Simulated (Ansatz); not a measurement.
Basis-set extrapolation for `[O][K]` radical (PBE0-D4/def2-TZVP geometry, frozen core, the Gaussian-basis code of Ansatz). Multiplicity 2, UHF reference. For K the program correlates outer-core shells too, which these sets cover unevenly, so the extrapolated numbers aren't a true limit.

```
                      def2-TZVPP   def2-QZVPP
                 HF  -674.001204  -674.018924
    MP2 correlation    -0.361535    -0.432373
CCSD(T) correlation    -0.390719    -0.472651
```

Energies in hartree. Use E(X) = E(∞) + A·exp(−7.88·√X) for Hartree–Fock and E(X) = E(∞) + B·X^(−2.97) for correlation, with X = 3 and 4.

**Question.** What is the CCSD(T) energy at the basis-set limit?

**Answer.** HF limit: -674.018924 + (-0.017720) × 0.13774 = -674.02136. Correlation limit: -0.472651 + (-0.081932) × 0.74074 = -0.53334. Total: -674.55470 hartree, 427.4 kJ/mol below CCSD(T)/def2-TZVPP.
